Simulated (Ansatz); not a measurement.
`B[Si](C)(N)O` + `[SiH3]C1=C[SiH2]O1` → `BC1=C[SiH2]O1` + `C[Si](N)(O)[SiH3]`  (redistribution)

Isolated molecules relaxed with PBE0-D4/def2-TZVP in Ansatz; ΔE leaves out vibrations. CCSD(T)/CBS adds triple-zeta CCSD(T) − MP2 to the extrapolated MP2 energy (def2 sets, frozen cores). Functionals use def2-TZVPP. One conformer a species, not always the lowest.

```tsv
species	PBE-D4 energy (Eh)
`B[Si](C)(N)O`	-486.98956
`[SiH3]C1=C[SiH2]O1`	-733.60676
`BC1=C[SiH2]O1`	-468.45053
`C[Si](N)(O)[SiH3]`	-752.16573
```

Task: Work out ΔE.

Result: ΔE = (-468.45053) + (-752.16573) − (-486.98956) − (-733.60676) = -0.01994 Eh = -0.54 eV. CCSD(T)/CBS gives -0.45 eV.

Largest T1 diagnostic among the species: 0.014.

In def2-TZVPP, CCSD(T) changes the Hartree–Fock value by −0.05 eV (the triples alone add −0.02 eV) and MP2 by −0.03 eV.
